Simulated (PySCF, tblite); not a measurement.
Isomers of C7H6F2. Computed values, GFN2-xTB/tblite, gas phase, harmonic and unscaled. This tight-binding method is rough: wavenumbers can miss measured ones by several per cent, in bad cases by 10 to 20. One conformer each.

Electronic energies: PBE0/pcSseg-1 single points on the GFN2-xTB geometries (PySCF, gas phase).

```tsv
SMILES	electronic energy, lowest = 0 (kJ/mol)
C#C[C@@]1(F)CC=C1CF	185.2
C#C[C@@H]1CCC(F)=C1F	97.2
C=C1C(CF)=C/C1=C/F	109.4
FC1=CC2(CC2)C(F)=C1	0.0
```

Q: How do GFN2-xTB zero-point energies change the relative energies?

A: 
```json
{"SMILES": "FC1=CC2(CC2)C(F)=C1", "ZPE (kJ/mol)": "285.7", "of it from modes above 1550 cm⁻¹": "131.7", "electronic (kJ/mol)": "0.0", "with ZPE, lowest = 0 (kJ/mol)": "0.0", "lowest mode (cm⁻¹)": "120", "rings": "2"}
{"SMILES": "C#C[C@@H]1CCC(F)=C1F", "ZPE (kJ/mol)": "282.8", "of it from modes above 1550 cm⁻¹": "133.8", "electronic (kJ/mol)": "97.2", "with ZPE, lowest = 0 (kJ/mol)": "94.2", "lowest mode (cm⁻¹)": "60", "rings": "1"}
{"SMILES": "C=C1C(CF)=C/C1=C/F", "ZPE (kJ/mol)": "277.6", "of it from modes above 1550 cm⁻¹": "140.3", "electronic (kJ/mol)": "109.4", "with ZPE, lowest = 0 (kJ/mol)": "101.3", "lowest mode (cm⁻¹)": "51", "rings": "1"}
{"SMILES": "C#C[C@@]1(F)CC=C1CF", "ZPE (kJ/mol)": "276.1", "of it from modes above 1550 cm⁻¹": "133.9", "electronic (kJ/mol)": "185.2", "with ZPE, lowest = 0 (kJ/mol)": "175.6", "lowest mode (cm⁻¹)": "47", "rings": "1"}
```

The zero-point energies span 9.6 kJ/mol, from `C#C[C@@]1(F)CC=C1CF` to `FC1=CC2(CC2)C(F)=C1`. The order is unchanged.

Q: And how do the electronic energies of GFN2-xTB itself compare?

A: `FC1=CC2(CC2)C(F)=C1` 0.0; `C#C[C@@H]1CCC(F)=C1F` 94.7; `C=C1C(CF)=C/C1=C/F` 142.5; `C#C[C@@]1(F)CC=C1CF` 192.0 kJ/mol, lowest = 0. Against the energies above, taken from the same isomer `FC1=CC2(CC2)C(F)=C1`, the largest difference is 33.1 kJ/mol.

Q: What do entropy and thermal enthalpy add at 298.15 K and 1 bar (rigid rotor, harmonic oscillator, one conformer each)?

A: 
```json
{"SMILES": "FC1=CC2(CC2)C(F)=C1", "point group": "Cs", "symmetry number": "1", "S (J/(mol K))": "358.8", "H − H(0) (kJ/mol)": "22.51", "ZPE + H − H(0) − TS (kJ/mol)": "201.3"}
{"SMILES": "C#C[C@@H]1CCC(F)=C1F", "point group": "C1", "symmetry number": "1", "S (J/(mol K))": "380.6", "H − H(0) (kJ/mol)": "24.95", "ZPE + H − H(0) − TS (kJ/mol)": "194.3"}
{"SMILES": "C=C1C(CF)=C/C1=C/F", "point group": "Cs", "symmetry number": "1", "S (J/(mol K))": "393.0", "H − H(0) (kJ/mol)": "25.91", "ZPE + H − H(0) − TS (kJ/mol)": "186.3"}
{"SMILES": "C#C[C@@]1(F)CC=C1CF", "point group": "C1", "symmetry number": "1", "S (J/(mol K))": "394.9", "H − H(0) (kJ/mol)": "26.45", "ZPE + H − H(0) − TS (kJ/mol)": "184.8"}
```
